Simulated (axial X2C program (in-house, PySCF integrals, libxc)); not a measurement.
## Testing model relations on AgSi⁺

A bond curve at the CCSD(T) level, 2c, was computed with an in-house relativistic program for diatomic molecules (basis Ag dyall-cv3z [12s12p8d5f3g], Si dyall-v3z [8s7p2d1f] (cores contracted in-house)) for the state Ω = 0 (closed shell). Its fit gives Re = 2.3942 Å, ωe = 278.7 cm⁻¹, ωexe = 1.35 cm⁻¹ and αe = 8.773e-04 cm⁻¹; the masses are 106.9051 and 27.9769 u. Two-component means X2C with spin–orbit coupling and atomic mean-field Coulomb and Gaunt terms.

Correlated methods: 14 electrons correlated (number of frozen shells: Ag 4 s, 3 p, 1 d; Si 2 s, 1 p), 250 virtual spin orbitals or spinors in MP2, 90 natural virtuals in coupled cluster.

Q: Find the reduced mass, Be and the force constant.

A: From the CCSD(T) values: μ = 22.1740 u. Be = 16.8576/(μ Re²) = 0.1326 cm⁻¹. k = 5.8918×10⁻⁷ μ ωe² = 1.01 mdyn/Å.

Q: Estimate the centrifugal constant by the Kratzer relation.

A: D = 4Be³/ωe² = 1.20e-07 cm⁻¹.

Q: Give B0, the J = 1←0 line in GHz and the most populated J at 300 K (kT = 208.5 cm⁻¹).

A: B0 = Be − αe/2 = 0.1322 cm⁻¹; 2B0 = 7.926 GHz; J(max) ≈ √(kT/2B0) − 1/2 = 27.6, so J = 28.

Q: A Morse curve ties αe to the other constants (Pekeris). How well does that hold?

A: αe(Morse) = 6Be²/ωe × (√(ωexe/Be) − 1) = 8.295e-04 cm⁻¹; the CCSD(T) curve gives 8.773e-04 cm⁻¹, a ratio of 0.95.

Q: Where do the fundamental and the first overtone lie?

A: ν(1←0) = ωe − 2ωexe = 276.0 cm⁻¹; ν(2←0) = 2ωe − 6ωexe = 549.3 cm⁻¹.

The state is a single determinant with fixed occupations, the lowest that a limited PBE0 search found. CCSD and (T) use frozen natural virtuals with an MP2 correction for the truncation; (T) itself is uncorrected, so its De runs slightly low. PBE0 can misorder states that lie within some tenths of an eV, so this need not be the ground state of the molecule. The nearest other 2c determinant of the search, Ω = 2, lies 0.40 eV up at the distance of the search.
